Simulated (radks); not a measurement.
Q: All-electron atom: Ag17+ in [Ar] 3d10 4s2. Calculated with a radial shooting solver on a logarithmic mesh with Libxc functionals: scalar-relativistic Kohn-Sham, exchange-only LDA, spin-polarised, spherical densities, point nucleus. Some entries of the table are withheld. Estimate them.

orbital,occ.,eigenvalue (eV),<1/r> (bohr^-1),<r> (bohr)
1s,2,-25746.81,49.38,0.03114
2s,2,-4165.429,11.23,0.1349
2p,6,-3785.309,10.85,(1)
3s,2,-1102.227,3.984,0.3653
3p,6,-976.9861,3.806,0.3629
3d,10,-780.5955,3.594,(2)
4s,2,(3),(4),0.7935

A: 
(1) 2p <r> (bohr): 0.1176
(2) 3d <r> (bohr): 0.3380
(3) 4s eigenvalue (eV): -459.5251
(4) 4s <1/r> (bohr^-1): 1.777
